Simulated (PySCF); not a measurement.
**Electron correlation in Cd (cadmium, neutral)**

[Kr] 4d10 5s2, closed-shell 1S. Computed with PySCF 2.14 in aug-cc-pwCVTZ-PP with ECP28MDF (8s8p7d4f3g, 122 functions), with scalar relativity through the core potential. Frozen: 4s2 4p6; 12 electrons correlated.

MP2 pair energies summed by pair of shells (mhartree):

```tsv
pair	energy	share (%)
4d-4d	-393.25	79.0
4d-5s	-82.88	16.6
5s-5s	-21.72	4.4
```

Total MP2 correlation energy: -497.85 mhartree.

Same-spin part -175.18 and opposite-spin part -322.66 mhartree; SCS-MP2 scales them by 1/3 and 6/5 to -445.59 mhartree.
